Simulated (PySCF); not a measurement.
A species of formula C8H17N has this rotational fingerprint, computed with PBE0/pcSseg-1 in PySCF (dipole) on a GFN2-xTB geometry, gas phase:

- Rotational constants: A = 2975, B = 1023, C = 985.1 MHz
- Dipole components: |μa| = 0.42 D, |μb| = 0.00 D, |μc| = 0.63 D
- Inertial defect: -150.71 u·Å²
- κ: -0.96

Question: Which candidate fits, each taken in the one conformer that was computed?
A. `[CH3:1][CH:2]1[CH2:3][N:4]([C:5]([CH3:6])([CH3:7])[CH3:8])[CH2:9]1` with C1–C2–C3–N4 -131°, C2–C3–N4–C5 144°, C3–N4–C9–C2 -13°, C1–C2–C9–N4 131°
B. `[CH2:1]=[CH:2][C@@H:3]([CH2:4][CH3:5])[C@@H:6]([CH3:7])[NH:8][CH3:9]` with C1–C2–C3–C4 116°, C2–C3–C4–C5 -68°, C2–C3–C6–C7 56°, C3–C6–N8–C9 162°
C. `[CH3:1][CH2:2][CH2:3][C:4]([CH3:5])([CH3:6])[N:7]1[CH2:8][CH2:9]1` with C1–C2–C3–C4 171°, C2–C3–C4–C5 180°, C3–C4–N7–C8 -158°

Answer: A. It is CC1CN(C(C)(C)C)C1, a near-prolate asymmetric top, point group Cs. The candidates at the same level (rigid rotor, commonest isotopes):

```tsv
SMILES	A (MHz)	B (MHz)	C (MHz)	μa (D)	μb (D)	μc (D)	Δ (u·Å²)	point group	rotor
CCCC(C)(C)N1CC1	2268	1093	940.9	0.73	0.36	0.69	-147.91	C1	asymmetric top
CC1CN(C(C)(C)C)C1	2975	1023	985.1	0.42	0.00	0.63	-150.71	Cs	near-prolate asymmetric top
C=C[C@@H](CC)[C@@H](C)NC	2110	1079	768.5	0.90	0.64	0.20	-50.07	C1	asymmetric top
```

`C=C[C@@H](CC)[C@@H](C)NC` has A 29 % too low; `CCCC(C)(C)N1CC1` has A 24 % too low. In the right answer the mirror of this Cs structure is the ac plane, so μb vanishes by symmetry. No structure here is proved a minimum.
